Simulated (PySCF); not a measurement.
# Dipole response of Te (tellurium, neutral)

[Kr] 4d10 5s2 5p4, high-spin 3P determinant. Computed with PySCF 2.14 in aug-cc-pVTZ-PP with one added diffuse shell each of d, f type with ECP28MDF (6s5p5d3f, 67 functions), with scalar relativity through the core potential. Coupled (time-dependent) response in atomic units; α is the mean over directions.

```csv
method,mean α (bohr³),"α xx, yy, zz",C₆ (like pair),S(−4)
UHF,38.13,"35.97, 42.44, 35.97",411.2,337.2
PBE,41.53,"38.66, 47.27, 38.66",451.8,452.3
PBE0,39.65,"37.11, 44.72, 37.11",428.7,387.9
r2SCAN0,38.78,"36.31, 43.72, 36.31",428.4,340.0
M06,40.62,"37.61, 46.65, 37.61",432.0,440.7
```

S(−4) is the Cauchy moment in α(ω) = α(0) + S(−4) ω² + …

Reference α: 38 ± 4 bohr³ (recommended; Schwerdtfeger and Nagle, table of static dipole polarizabilities (2023 update)). Published C₆: 445.0 (Chu and Dalgarno (2004); Tang, Norbeck and Certain (1976)).

Spin-orbit coupling is absent.

α(iu) at r2SCAN0:

| u (hartree) | α(iu) (bohr³) |
| --- | --- |
| 0 | 38.78 |
| 0.0500 | 37.96 |
| 0.100 | 35.74 |
| 0.200 | 29.37 |
| 0.300 | 23.16 |
| 0.500 | 14.46 |
| 0.750 | 8.753 |
| 1.00 | 5.832 |
| 1.50 | 3.161 |
| 2.00 | 2.015 |
| 3.00 | 1.046 |
| 5.00 | 0.4344 |

The components differ because the open shell of this determinant is not spherical; for a pure term their mean is the scalar polarisability.

Energies and moments cover only the electrons outside the core potential.
